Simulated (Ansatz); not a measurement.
Reaction (formal exchange of groups at a C–Si bond): `ClC[SiH2]Br` + `[SiH3]S` → `S[SiH2]CCl` + `[SiH3]Br`

Computed with Ansatz on PBE0-D4/def2-TZVP structures; ΔE is electronic, products minus reactants. CBS: MP2 limit from def2 TZ/QZ plus the TZ coupled-cluster correction, frozen cores. DFT in def2-TZVPP. For Br outer-core shells are correlated without core-valence functions, which leaves a few kJ/mol of doubt a bond. Scalar relativity is left out up to krypton. One conformer a species, not always the lowest.

| level | ΔE (kJ/mol) |
| --- | --- |
| ωB97M-V | -3.3 |
| PBE0 | -4.3 |
| HF/def2-TZVPP | -5.2 |
| SCS-MP2/def2-TZVPP | -3.6 |
| CCSD(T)/def2-TZVPP | -3.6 |
| SCS-MP2/def2-QZVPP | -3.6 |
| MP2/CBS(def2) | -3.2 |
| CCSD/CBS(def2) | -3.4 |

Q: What does CCSD(T)/CBS give? (Estimate.)

A: Ansatz gave: -3.5 kJ/mol. The listed levels differ from it by 0.2, -0.8, -1.7, -0.1, -0.1, -0.1, 0.3, 0.1 kJ/mol.

Largest T1 diagnostic among the species: 0.011.
